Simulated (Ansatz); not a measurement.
PBE exchange is replaced step by step with exact exchange (0 % is PBE, 25 % PBE0; no dispersion term), basis def2-TZVPD, Ansatz. System: Al2Ni⁻. Total charge -1; doublet. Geometry: r2SCAN-D4/def2-TZVPD, each spin state at its own.

Left out: 25, 35, 50 %, where a state is spin-contaminated, unstable or flagged.

Geometry of the doublet:

```
atom    x (Å)    y (Å)    z (Å)
 Ni1  -0.8986  -0.7176   0.4002
 Al2   0.9086   0.4449   0.9856
 Al3  -0.0100   0.2728  -1.3858
```

At PBE-D4/def2-TZVPD, PBE with 5 % exact exchange/def2-TZVPD, PBE with 10 % exact exchange/def2-TZVPD, PBE with 15 % exact exchange/def2-TZVPD the highest occupied level of the charge -1 doublet lies above zero (up to 0.91 eV). By energy differences its removal costs 1.22 eV (vertical, to the charge 0 singlet, at PBE-D4/def2-TZVPD); a positive level beside a positive removal energy at the same level points to self-interaction error. At PBE-D4/def2-TZVPD, PBE with 5 % exact exchange/def2-TZVPD, PBE with 10 % exact exchange/def2-TZVPD, PBE with 15 % exact exchange/def2-TZVPD the highest occupied level of the charge -1 quartet lies above zero (up to 0.81 eV). It is a level of α spin, whose loss leaves a triplet; that state wasn't run at this geometry and level. The electron is either unbound and held by the finite basis, or the level is raised by self-interaction error. The structure comes from a short search, and lower isomers may exist.

HOMO and LUMO are taken over both spins.

```
exact exchange (%)  HOMO (eV)  LUMO (eV)  gap (eV)   ⟨S²⟩  quartet − doublet (kJ/mol)
                 0       0.91       1.22      0.31  0.759                        70.2
                 5       0.76       1.34      0.58  0.763                        59.7
                10       0.61       1.46      0.85  0.773                        44.3
```

**Question.** Estimate the row for 15 %.

**Answer.** 
| exact exchange (%) | HOMO (eV) | LUMO (eV) | gap (eV) | ⟨S²⟩ | quartet − doublet (kJ/mol) |
| --- | --- | --- | --- | --- | --- |
| 15 | 0.47 | 1.58 | 1.11 | 0.805 | 25.7 |
